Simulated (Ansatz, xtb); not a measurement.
## C4H2BrFS: which of two isomers lies lower

Structure X is `Fc1cscc1Br`, a singlet and structure Y is `Fc1csc(Br)c1`, a singlet. Both are isolated molecules in the gas phase, relaxed with B3LYP/def2-SVP.

Quicker runs give these differences E(Y) − E(X): GFN2-xTB +0.50 kcal/mol; HF/STO-3G +0.31 kcal/mol (at GFN2-xTB geometries); r2SCAN-D4/def2-SVP +1.04 kcal/mol (at GFN2-xTB geometries).

Q: Estimate E(Y) − E(X) at the level CCSD(T)/def2-SVP + ΔMP2/def2-TZVPP.

A: Calculated at CCSD(T)/def2-SVP + ΔMP2/def2-TZVPP: E(Y) − E(X) = +1.24 kcal/mol, so structure X lies lower.

Level by level:

| level | geometry | E(Y) − E(X) (kcal/mol) | departure from the last row (kcal/mol) | job, with rough time for the two |
| --- | --- | --- | --- | --- |
| GFN2-xTB | GFN2-xTB | +0.50 | −0.73 | optimisation, 0.58 s |
| HF/STO-3G | GFN2-xTB | +0.31 | −0.93 | single point, 2.5 s |
| r2SCAN-D4/def2-SVP | GFN2-xTB | +1.04 | −0.19 | single point, 15 s |
| B3LYP/def2-SVP | B3LYP/def2-SVP | +0.98 | −0.26 | optimisation, 2.2 min |
| HF/def2-SVP | B3LYP/def2-SVP | +1.30 | +0.07 | part of the CCSD(T) run |
| MP2/def2-SVP | B3LYP/def2-SVP | +1.04 | −0.20 | part of the CCSD(T) run |
| CCSD(T)/def2-SVP | B3LYP/def2-SVP | +1.18 | −0.06 | single point |
| CCSD(T)/def2-SVP + ΔMP2/def2-TZVPP | B3LYP/def2-SVP | +1.24 |  | single point, 3.8 min |

As drawn, both hold the same kinds of bond in the same numbers.

HF/STO-3G finds them nearly level. The largest departure from CCSD(T)/def2-SVP + ΔMP2/def2-TZVPP is that of HF/STO-3G, 0.93 kcal/mol. The last row adds to CCSD(T) the change of the MP2 difference between the two basis sets, here +0.06 kcal/mol.

With thermal terms from frequencies at re-optimised GFN2-xTB minima (ideal gas, soft modes damped towards free rotors, one conformer each, 298.15 K, 1 atm): the zero-point term adds 0.00 kcal/mol; ΔH is +1.25 and ΔG +1.24 kcal/mol.

The correlated steps freeze 19 core orbitals; the filled d shell of Br is correlated, in a basis made for valence electrons. Codes used: Ansatz 0.2.0, xtb 6.7.1; the last row on 2 threads of Intel(R) Xeon(R) Processor @ 2.50GHz (Skylake/Cascade Lake) on a shared host.
